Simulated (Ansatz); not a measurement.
Frontier orbitals of B3H3O3 (`B1OBOBO1`).

| atom | x (Å) | y (Å) | z (Å) |
| --- | --- | --- | --- |
| B1 | 0.875 | 0.555 | 0.903 |
| O2 | -0.045 | -0.375 | 1.317 |
| B3 | -0.920 | -0.931 | 0.418 |
| O4 | -0.872 | -0.553 | -0.900 |
| B5 | 0.045 | 0.376 | -1.321 |
| O6 | 0.917 | 0.928 | -0.417 |
| H7 | 1.633 | 1.036 | 1.685 |
| H8 | -1.717 | -1.737 | 0.780 |
| H9 | 0.085 | 0.702 | -2.465 |

Total charge 0; spin multiplicity 1. Geometry: relaxed with PBE0-D4/def2-TZVP. Basis def2-TZVPP, Ansatz 0.2.0.

Orbital energies of one run (eV). Highest occupied ones, from the top: -11.22, -11.22, -12.42, -12.42, -13.01, -13.19, -13.19, -14.76, -16.26, -17.20, -18.92, -18.92, -31.82, -31.82. Empty: 0.53, 0.53, 1.38, 1.65, 2.42, 2.42.

(1) Which functional gave them?
A. PBE0
B. BHLYP
C. revPBE
D. BLYP

Answers

(1) B. HOMO energies: BHLYP -11.22, PBE0 -9.65, revPBE -7.96, BLYP -7.94 eV.
